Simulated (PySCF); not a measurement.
**Bond length, frequency and bond energy of BeO⁻ by level of theory**

State: ²Σ⁺ (doublet), unpaired electrons σ ↑. Set-up: Be aug-cc-pVDZ-DK, O aug-cc-pVDZ-DK; spin-free X2C with a Gaussian nucleus (PySCF 2.14). De refers to Be + O⁻ in their high-spin ground configurations, without counterpoise correction. The functionals are run spin-unrestricted. A positive dipole points towards O; it is taken about the centre of mass and depends on that origin.

```
      Level  Re (Å)  ωe (cm⁻¹)  De (eV)  μ (D)
    UHF-MP2   1.396       1315      n/a    n/a
UHF-SCS-MP2   1.388       1344      n/a    n/a
   UHF-CCSD   1.382       1349      n/a    n/a
UHF-CCSD(T)   1.392       1305      n/a    n/a
        PBE   1.395       1307     5.49   0.46
     r²SCAN   1.387       1342     5.48   0.27
    r²SCANh   1.381       1362     5.38   0.16
       PBE0   1.378       1374     5.24   0.17
      B97-3   1.379       1371     5.10   0.24
      HSE06   1.378       1371     5.24   0.15
  BHandHLYP   1.363       1430      n/a  -0.14
```

The bond length runs from 1.363 Å (BHandHLYP) to 1.396 Å (UHF-MP2). De spans 5.10 eV (B97-3, global hybrid GGA) to 5.49 eV (PBE, GGA).

Correlated steps freeze 1 core orbital. For an ion De counts to the pair picked by the measured ionisation energies or electron affinities, which need not be the lowest pair at this level. The highest Kohn–Sham level is positive in this anion. Much of that is self-interaction error, but it also means that the finite basis helps to hold the extra electron. The state was picked by a PBE0 search and need not be the measured ground state.
